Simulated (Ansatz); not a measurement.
Z-matrix (Å, degrees):
```
Si
H 1 1.4915
B 1 1.9884 2 115.82
H 3 1.1949 1 123.33 2 -1.18
H 3 1.1965 4 118.10 1 179.55
Si 1 2.3444 2 109.65 3 123.65
H 6 1.4874 1 109.00 2 174.92
H 6 1.4877 7 108.70 1 -121.90
H 6 1.4879 7 108.87 8 -118.07
Si 1 2.3453 2 109.44 3 -122.49
H 10 1.4876 1 109.07 2 -175.27
H 10 1.4879 11 108.71 1 121.96
H 10 1.4881 11 108.88 12 118.08
```
Charge 0, spin multiplicity 1.

Method: frozen-core CCSD(T)/cc-pVTZ // PBE0-D3(BJ)/def2-TZVP (Ansatz, a first-principles code).

HF energy: -896.72719 Ha
MP2 correlation energy: -0.48352 Ha

Problem. Estimate the CCSD correlation energy, the (T) correction, the total energy and the T1 diagnostic.

Solution. 
The CCSD correlation energy comes out as -0.56432 Ha and the (T) correction is -0.02018 Ha. The CCSD(T) total energy is -897.31169 Ha and the T1 diagnostic is 0.014.
